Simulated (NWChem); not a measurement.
System: C3H4BFO; SMILES C(=C)=CB(O)F

NWChem printed, in part:

```
             Northwest Computational Chemistry Package (NWChem) 7.3.0
             --------------------------------------------------------

                             Geometry "geometry" -> ""
                             -------------------------

 Output coordinates in angstroms (scale by  1.889725989 to convert to a.u.)

  No.       Tag          Charge          X              Y              Z
 ---- ---------------- ---------- -------------- -------------- --------------
    1 C                    6.0000     0.24638700     2.66787200     0.00000000
    2 C                    6.0000    -0.31443100     1.48958100     0.00000000
    3 C                    6.0000    -0.85586200     0.29076100     0.00000000
    4 B                    5.0000     0.01612600    -1.00359500     0.00000000
    5 O                    8.0000    -0.49883000    -2.25305700     0.00000000
    6 F                    9.0000     1.34101400    -0.91122200     0.00000000
    7 H                    1.0000     0.49232300     3.17559800     0.93815000
    8 H                    1.0000     0.49232300     3.17559800    -0.93815000
    9 H                    1.0000    -1.95374300     0.23359800     0.00000000
   10 H                    1.0000    -1.45967400    -2.26722200     0.00000000

 Effective nuclear repulsion energy (a.u.)     194.0347823484

  xc_inp: hfexch multiplicative factor not found.

                                 NWChem DFT Module
                                 -----------------

 Summary of "ao basis" -> "ao basis" (spherical)
 ------------------------------------------------------------------------------
       Tag                 Description            Shells   Functions and Types
 ---------------- ------------------------------  ------  ---------------------
 C                           6-31g*                  6       14   3s2p1d
 B                           6-31g*                  6       14   3s2p1d
 O                           6-31g*                  6       14   3s2p1d
 F                           6-31g*                  6       14   3s2p1d
 H                           6-31g*                  2        2   2s

            General Information
            -------------------
          SCF calculation type: DFT
          Wavefunction type:  closed shell.
          No. of atoms     :    10
          No. of electrons :    44
           Alpha electrons :    22
            Beta electrons :    22
          Charge           :     0
          Spin multiplicity:     1
          Use of symmetry is: off; symmetry adaption is: off
          Maximum number of iterations: 150
          AO basis - number of functions:    92
                     number of shells:    44
          Convergence on energy requested:  1.00D-06
          Convergence on density requested:  1.00D-05
          Convergence on gradient requested:  5.00D-04

              XC Information
              --------------
                     Hartree-Fock (Exact) Exchange  1.000

      Superposition of Atomic Density Guess
      -------------------------------------

 Sum of atomic energies:        -313.62646535

      Non-variational initial energy
      ------------------------------

 Total energy =    -316.421719
 1-e energy   =    -813.113070
 2-e energy   =     302.656569
 HOMO         =      -0.287269
 LUMO         =      -0.000582

     ---------------------------------------------
      Total Density - Mulliken Population Analysis
     ---------------------------------------------

    Atom       Charge   Shell Charges
 -----------   ------   -------------------------------------------------------
    1 C    6     6.68   2.00  0.73  2.02  0.64  1.27  0.03
    2 C    6     5.66   2.00  0.75  1.73  0.49  0.66  0.04
    3 C    6     6.63   2.00  0.73  2.02  0.60  1.26  0.03
    4 B    5     3.99   2.00  0.52  0.97  0.25  0.13  0.13
    5 O    8     8.88   2.00  0.93  3.13  0.88  1.92  0.01
    6 F    9     9.48   2.00  0.95  3.46  0.98  2.09  0.01
    7 H    1     0.74   0.45  0.30
    8 H    1     0.74   0.45  0.30
    9 H    1     0.74   0.45  0.30
   10 H    1     0.45   0.35  0.10

   convergence    iter        energy       DeltaE   RMS-Dens  Diis-err
 ---------------- ----- ----------------- --------- --------- ---------
 d= 0,ls=0.0,diis     1   -314.8856391003 -5.09D+02  7.31D-03  7.13D-01
 d= 0,ls=0.0,diis     2   -314.9654248212 -7.98D-02  2.81D-03  1.65D-01
 d= 0,ls=0.0,diis     3   -314.9806193806 -1.52D-02  1.11D-03  9.05D-03
 d= 0,ls=0.0,diis     4   -314.9821522478 -1.53D-03  2.16D-04  2.94D-04
 d= 0,ls=0.0,diis     5   -314.9822263717 -7.41D-05  7.46D-05  4.31D-05
  Resetting Diis
 d= 0,ls=0.0,diis     6   -314.9822378630 -1.15D-05  4.11D-05  5.93D-06
 d= 0,ls=0.0,diis     7   -314.9822403720 -2.51D-06  1.10D-05  6.14D-07
 d= 0,ls=0.0,diis     8   -314.9822405763 -2.04D-07  5.80D-06  1.64D-07

         Total DFT energy =     -314.982240576257
      One electron energy =     -816.985068583495
           Coulomb energy =      347.235625130646
    Exchange-Corr. energy =      -39.267579471764
 Nuclear repulsion energy =      194.034782348355

 Numeric. integr. density =        0.000000000000

                       DFT Final Molecular Orbital Analysis
                       ------------------------------------

 Vector   20  Occ=2.000000D+00  E=-5.333956D-01
              MO Center= -2.9D-01, -8.1D-01,  1.5D-14, r^2= 3.1D+00
   Bfn.  Coefficient  Atom+Function         Bfn.  Coefficient  Atom+Function
  ----- ------------  ---------------      ----- ------------  ---------------
    60      0.366744   5 O  py               32      0.266638   3 C  py
    64      0.264098   5 O  py               46     -0.231814   4 B  py
    74      0.205766   6 F  py               34     -0.193835   3 C  s
    17     -0.181229   2 C  px               31     -0.157467   3 C  px
    78      0.151084   6 F  py               36      0.146205   3 C  py

 Vector   21  Occ=2.000000D+00  E=-3.866452D-01
              MO Center= -5.3D-01,  8.4D-01, -1.8D-15, r^2= 2.2D+00
   Bfn.  Coefficient  Atom+Function         Bfn.  Coefficient  Atom+Function
  ----- ------------  ---------------      ----- ------------  ---------------
    33      0.392511   3 C  pz               37      0.328308   3 C  pz
    19      0.320646   2 C  pz               23      0.249775   2 C  pz
     5     -0.109974   1 C  pz               61     -0.102190   5 O  pz
     9     -0.101526   1 C  pz               85     -0.092331   7 H  s
    87      0.092331   8 H  s                86     -0.091755   7 H  s

 Vector   22  Occ=2.000000D+00  E=-3.802325D-01
              MO Center= -1.1D-01,  1.9D+00,  1.1D-15, r^2= 2.2D+00
   Bfn.  Coefficient  Atom+Function         Bfn.  Coefficient  Atom+Function
  ----- ------------  ---------------      ----- ------------  ---------------
     3      0.352774   1 C  px               17      0.302283   2 C  px
     7      0.281445   1 C  px               21      0.220412   2 C  px
     4     -0.167997   1 C  py               18     -0.149858   2 C  py
    22     -0.146015   2 C  py                8     -0.142941   1 C  py
    35     -0.134883   3 C  px               31     -0.122183   3 C  px

 Vector   23  Occ=0.000000D+00  E= 1.217613D-01
              MO Center= -2.5D-01,  7.0D-01,  1.7D-14, r^2= 3.8D+00
   Bfn.  Coefficient  Atom+Function         Bfn.  Coefficient  Atom+Function
  ----- ------------  ---------------      ----- ------------  ---------------
    23      0.510733   2 C  pz               86     -0.388506   7 H  s
    88      0.388506   8 H  s                37     -0.384805   3 C  pz
    19      0.373240   2 C  pz               51     -0.329373   4 B  pz
    47     -0.245888   4 B  pz               33     -0.206559   3 C  pz
     9      0.182550   1 C  pz               65      0.181690   5 O  pz

 Vector   24  Occ=0.000000D+00  E= 1.698340D-01
              MO Center= -4.0D-01,  1.5D+00,  6.1D-16, r^2= 3.8D+00
   Bfn.  Coefficient  Atom+Function         Bfn.  Coefficient  Atom+Function
  ----- ------------  ---------------      ----- ------------  ---------------
    90      0.696108   9 H  s                 7     -0.587178   1 C  px
    34     -0.507403   3 C  s                21      0.427007   2 C  px
    22     -0.415396   2 C  py               17      0.334497   2 C  px
    92      0.331089  10 H  s                 3     -0.277236   1 C  px
    48     -0.274524   4 B  s                 8      0.229428   1 C  py

 Vector   25  Occ=0.000000D+00  E= 2.218964D-01
              MO Center= -1.5D+00, -1.7D+00, -2.7D-15, r^2= 3.7D+00
   Bfn.  Coefficient  Atom+Function         Bfn.  Coefficient  Atom+Function
  ----- ------------  ---------------      ----- ------------  ---------------
    92      1.393045  10 H  s                62     -0.994939   5 O  s
    63      0.499339   5 O  px               34     -0.471224   3 C  s
    90      0.423160   9 H  s                48      0.354343   4 B  s
    35      0.264160   3 C  px               21     -0.229319   2 C  px
    59      0.218513   5 O  px                6     -0.205309   1 C  s

     ---------------------------------------------
      Total Density - Mulliken Population Analysis
     ---------------------------------------------

    Atom       Charge   Shell Charges
 -----------   ------   -------------------------------------------------------
    1 C    6     6.53   2.00  0.65  2.02  0.64  1.18  0.04
    2 C    6     5.75   2.00  0.72  1.84  0.44  0.71  0.05
    3 C    6     6.59   2.00  0.64  2.03  0.63  1.26  0.04
    4 B    5     4.10   2.00  0.50  1.25  0.09  0.10  0.16
    5 O    8     8.72   2.00  0.89  2.93  0.94  1.95  0.02
    6 F    9     9.40   2.00  0.93  3.32  1.01  2.13  0.01
    7 H    1     0.78   0.51  0.27
    8 H    1     0.78   0.51  0.27
    9 H    1     0.80   0.51  0.29
   10 H    1     0.54   0.46  0.08

     -------------------------------------------
      Total Density - Lowdin Population Analysis
     -------------------------------------------

    Atom       Charge   Shell Charges
 -----------   ------   -------------------------------------------------------
    1 C    6     6.32   1.99  0.53  1.84  0.44  1.44  0.07
    2 C    6     5.90   1.99  0.56  1.65  0.39  1.22  0.09
    3 C    6     6.29   1.99  0.52  1.85  0.42  1.44  0.07
    4 B    5     4.93   1.97  0.40  1.17  0.29  0.68  0.40
    5 O    8     8.31   1.99  0.82  2.78  0.66  2.02  0.04
    6 F    9     9.08   1.99  0.90  3.19  0.78  2.20  0.02
    7 H    1     0.84   0.48  0.36
    8 H    1     0.84   0.48  0.36
    9 H    1     0.85   0.48  0.36
   10 H    1     0.65   0.44  0.21

     Multipole analysis of the density
     ---------------------------------

     L   x y z        total         alpha         beta         nuclear
     -   - - -        -----         -----         ----         -------
     0   0 0 0     -0.000000    -22.000000    -22.000000     44.000000

     1   1 0 0     -1.025681     -0.689444     -0.689444      0.353207
     1   0 1 0      0.600983      0.524020      0.524020     -0.447058
     1   0 0 1      0.000000      0.000000      0.000000      0.000000

     2   2 0 0    -24.011077    -65.503262    -65.503262    106.995447
     2   1 1 0      4.690416     -3.963192     -3.963192     12.616800
     2   1 0 1      0.000000      0.000000      0.000000      0.000000
     2   0 2 0    -24.548352   -253.335993   -253.335993    482.123634
     2   0 1 1      0.000000      0.000000      0.000000      0.000000
     2   0 0 2    -24.460925    -15.373447    -15.373447      6.285969

                     NWChem Electrostatic Potential Fit Module
                     -----------------------------------------

 Atom parameters

 Number of atoms is                                   10
 Number of basis functions is                         92

 Grid parameters

 Maximum number of grid points is                  41825
 Number of grid points is                          41824
 Grid range                                     0.300000 nm
 Grid spacing                                   0.020000 nm
 Probe radius                                   0.070000 nm
 Atom radius factor                             1.000000

 Atomic radii

    1    0.100000
    5    0.158000
    6    0.147000
    8    0.136000
    9    0.128000
 FASTESP  F
  using M.O. file = ./job.movecs

    Atom              Coordinates                           Charge

                                                  ESP

    1 C     0.024639    0.266787    0.000000   -0.542956
    2 C    -0.031443    0.148958    0.000000    0.327223
    3 C    -0.085586    0.029076    0.000000   -0.682170
    4 B     0.001613   -0.100360    0.000000    0.968397
    5 O    -0.049883   -0.225306    0.000000   -0.753744
    6 F     0.134101   -0.091122    0.000000   -0.373949
    7 H     0.049232    0.317560    0.093815    0.215774
    8 H     0.049232    0.317560   -0.093815    0.215454
    9 H    -0.195374    0.023360    0.000000    0.194866
   10 H    -0.145967   -0.226722    0.000000    0.431105
                                            ------------
                                               -0.000000

 Dipole moment                                  1.243712

 Quadrupole moment Qxx                         -1.515467
                   Qyy                          0.236761
                   Qzz                          1.278706

 RMS deviation kJ/mol                           0.051142

 RRMS %                                        19.475659
```

Level: Hartree-Fock/6-31G* (spherical d). All runs use the structure optimised with PBE0/def2-SVP.

### Question
Which NWChem input produces such a log?

### Answer
This is not unique; one that fits is the input that was run:
```
start job
memory heap 200 mb stack 900 mb global 1100 mb
geometry units angstroms noautosym nocenter noautoz
  C      0.246387     2.667872     0.000000
  C     -0.314431     1.489581     0.000000
  C     -0.855862     0.290761     0.000000
  B      0.016126    -1.003595     0.000000
  O     -0.498830    -2.253057     0.000000
  F      1.341014    -0.911222     0.000000
  H      0.492323     3.175598     0.938150
  H      0.492323     3.175598    -0.938150
  H     -1.953743     0.233598     0.000000
  H     -1.459674    -2.267222     0.000000
end
basis spherical
  C library 6-31g*
  B library 6-31g*
  O library 6-31g*
  F library 6-31g*
  H library 6-31g*
end
dft
  xc hfexch
  iterations 150
  mulliken
end
task dft energy
esp
  recalculate
  probe 0.07
  range 0.3
  factor 1.0
  spacing 0.02
end
task esp
```
